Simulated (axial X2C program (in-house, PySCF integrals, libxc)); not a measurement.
## Spin–orbit effects along a row: molecules with Co, PBE0

Calculated with an in-house all-electron X2C program for linear molecules (integrals from PySCF), spin-free (one-electron X2C) or two-component (2c: spin–orbit coupling with atomic mean-field Coulomb and Gaunt terms, which also bring small scalar terms), in Dyall basis sets with cores contracted in-house; open shells are unrestricted.

Basis sets: Co dyall-cv3z, Mg dyall-cv3z, Na dyall-cv3z, P dyall-v3z, S dyall-av3z, Si dyall-v3z.

```tsv
molecule	spin-free state	Re (Å)	ωe (cm⁻¹)	De (eV)	2c state	Re 2c (Å)	ωe 2c (cm⁻¹)	De 2c (eV)
NaCo	M_S = 1, Λ = 0	2.726	196.9	0.77	Ω = 3	2.640	202.6	n/a
MgCo	M_S = 3/2, Λ = 3	2.566	227.9	0.31	Ω = 7/2	2.559	225.2	n/a
CoSi	M_S = 1/2, Λ = 3	2.255	346.7	1.95	Ω = 7/2	2.255	346.4	n/a
CoP	?	?	?	?	?	?	?	?
CoS	M_S = 3/2, Λ = 2	1.965	544.5	3.37	Ω = 7/2	1.965	544.0	n/a
```

(1) Estimate the 2c Re and ωe of CoP as the mean of its neighbours in the table.

Each entry is the lowest single determinant of a limited PBE0 search at one distance. De goes to single-determinant-based atoms at the same level (for ions the charge split of lowest energy) and is withheld (n/a) where an atom does not fit its ground term or J level. Main or longest-lived isotopes. One determinant is a doubtful description, or other states lie close, for NaCo, MgCo, CoSi, CoP, CoS; these need not be ground states, and all values refer to the states named. Some open-shell Ω = 0 determinants are out of reach, so the Ω given for CoP need not be the lowest component. With several unpaired electrons the Ω given is that of one determinant, not necessarily of the lowest component. The functionals have no current term, which raises determinants with orbital currents. Where the atoms have a lower orbital projection than the molecule, De at mean-field level may be about a tenth of an eV too small. The lowest determinant changes configuration between the Hamiltonians for NaCo, MgCo, so two states are compared there.

Results:

(1) Re ≈ 2.110 Å, ωe ≈ 445.2 cm⁻¹. The PBE0 runs give the row below, so the estimate misses by 0.013 Å and 44.7 cm⁻¹.

```
molecule  spin-free state  Re (Å)  ωe (cm⁻¹)  De (eV)  2c state  Re 2c (Å)  ωe 2c (cm⁻¹)  De 2c (eV)
     CoP   M_S = 2, Λ = 2   2.096      400.6     2.08     Ω = 4      2.097         400.5         n/a
```
